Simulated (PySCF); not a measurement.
C₃H₆O, SMILES C(=C)OC.

Coordinates come from a PBE-D3(BJ)/def2-SVP optimisation. Other conformers were not sampled.

These are PBE-D3(BJ)/def2-SVP (PySCF) values and carry that method's errors.

No scaling factor is applied to the harmonic values.

Question: Estimate the vibrational spectrum. (An estimate is asked for; the answer gives what the named calculation found.)

Answer: 
```json
[
 {"mode": "1", "ν (cm⁻¹)": "25", "IR (km/mol)": "0.0", "moving atoms (share of kinetic energy)": "H 53 %, C 38 %, O 9 %"},
 {"mode": "2", "ν (cm⁻¹)": "167", "IR (km/mol)": "3.0", "moving atoms (share of kinetic energy)": "H 70 %, O 22 %"},
 {"mode": "3", "ν (cm⁻¹)": "305", "IR (km/mol)": "1.3", "moving atoms (share of kinetic energy)": "C 39 %, H 37 %, O 24 %"},
 {"mode": "4", "ν (cm⁻¹)": "512", "IR (km/mol)": "4.4", "moving atoms (share of kinetic energy)": "C 54 %, H 34 %, O 12 %"},
 {"mode": "5", "ν (cm⁻¹)": "677", "IR (km/mol)": "5.9", "moving atoms (share of kinetic energy)": "H 68 %, C 27 %"},
 {"mode": "6", "ν (cm⁻¹)": "788", "IR (km/mol)": "48.7", "moving atoms (share of kinetic energy)": "H 66 %, C 34 %"},
 {"mode": "7", "ν (cm⁻¹)": "864", "IR (km/mol)": "7.0", "moving atoms (share of kinetic energy)": "H 47 %, C 38 %, O 15 %"},
 {"mode": "8", "ν (cm⁻¹)": "936", "IR (km/mol)": "17.9", "moving atoms (share of kinetic energy)": "H 89 %, C 11 %"},
 {"mode": "9", "ν (cm⁻¹)": "1082", "IR (km/mol)": "19.0", "moving atoms (share of kinetic energy)": "C 42 %, H 39 %, O 19 %"},
 {"mode": "10", "ν (cm⁻¹)": "1130", "IR (km/mol)": "0.2", "moving atoms (share of kinetic energy)": "H 77 %, C 19 %"},
 {"mode": "11", "ν (cm⁻¹)": "1143", "IR (km/mol)": "74.3", "moving atoms (share of kinetic energy)": "H 45 %, C 30 %, O 25 %"},
 {"mode": "12", "ν (cm⁻¹)": "1235", "IR (km/mol)": "201.8", "moving atoms (share of kinetic energy)": "C 38 %, H 32 %, O 31 %"},
 {"mode": "13", "ν (cm⁻¹)": "1292", "IR (km/mol)": "33.6", "moving atoms (share of kinetic energy)": "H 85 %, C 9 %"},
 {"mode": "14", "ν (cm⁻¹)": "1354", "IR (km/mol)": "19.2", "moving atoms (share of kinetic energy)": "H 81 %, C 18 %"},
 {"mode": "15", "ν (cm⁻¹)": "1414", "IR (km/mol)": "6.2", "moving atoms (share of kinetic energy)": "H 97 %"},
 {"mode": "16", "ν (cm⁻¹)": "1420", "IR (km/mol)": "2.3", "moving atoms (share of kinetic energy)": "H 86 %, C 11 %"},
 {"mode": "17", "ν (cm⁻¹)": "1426", "IR (km/mol)": "31.6", "moving atoms (share of kinetic energy)": "H 93 %"},
 {"mode": "18", "ν (cm⁻¹)": "1681", "IR (km/mol)": "161.7", "moving atoms (share of kinetic energy)": "C 86 %, H 13 %"},
 {"mode": "19", "ν (cm⁻¹)": "2922", "IR (km/mol)": "85.5", "moving atoms (share of kinetic energy)": "H 97 %"},
 {"mode": "20", "ν (cm⁻¹)": "2994", "IR (km/mol)": "44.7", "moving atoms (share of kinetic energy)": "H 90 %, C 10 %"},
 {"mode": "21", "ν (cm⁻¹)": "3049", "IR (km/mol)": "19.2", "moving atoms (share of kinetic energy)": "H 92 %, C 8 %"},
 {"mode": "22", "ν (cm⁻¹)": "3081", "IR (km/mol)": "14.3", "moving atoms (share of kinetic energy)": "H 91 %, C 9 %"},
 {"mode": "23", "ν (cm⁻¹)": "3105", "IR (km/mol)": "0.2", "moving atoms (share of kinetic energy)": "H 94 %"},
 {"mode": "24", "ν (cm⁻¹)": "3213", "IR (km/mol)": "2.3", "moving atoms (share of kinetic energy)": "H 89 %, C 11 %"}
]
```
